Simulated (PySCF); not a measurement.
How the method changes the constants of SbH

State: ³Σ⁻ (triplet), unpaired electrons π ↑↑. Set-up: basis Sb x2c-TZVPPall, H x2c-TZVPPall; spin-free X2C with a Gaussian nucleus; PySCF 2.14. De refers to Sb + H in their high-spin ground configurations, without counterpoise correction. The functionals are run spin-unrestricted. A positive dipole means Sb(−)H(+).

```tsv
Level	Re (Å)	ωe (cm⁻¹)	De (eV)	μ (D)
UHF	1.705	2028	1.63	-0.12
UHF-MP2	1.694	2004	2.28	n/a
UHF-SCS-MP2	1.700	1986	2.40	n/a
UHF-CCSD	1.705	1957	2.50	n/a
UHF-CCSD(T)	1.708	1934	2.54	n/a
PBE	1.733	1861	2.67	-0.28
PBEsol	1.727	1877	2.80	-0.21
r²SCAN	1.717	1926	2.68	-0.19
M06-L	1.728	1915	2.77	-0.23
PBE0	1.716	1939	2.60	-0.20
M06	1.728	1918	2.86	-0.35
M06-2X	1.714	1948	2.40	-0.21
ωB97M-V	1.707	1973	2.68	-0.23
```

The bond length runs from 1.694 Å (UHF-MP2) to 1.733 Å (PBE). De spans 1.63 eV (UHF, mean field) to 2.86 eV (M06, hybrid meta-GGA). Correlation at CCSD(T) changes the Hartree–Fock bond energy by +0.91 eV; the triples alone change it by +0.04 eV.

Correlated steps freeze 18 core orbitals. These are scalar-relativistic numbers at best; spin–orbit coupling would shift them, the dissociation energy most. The state is the lowest determinant that a PBE0 search found; another state may lie lower at other levels.

The whole job (state search and all levels along the bond) took about 8.3 min on 1 thread of Arm Neoverse V1 (shared host), peak memory 1.5 GiB.
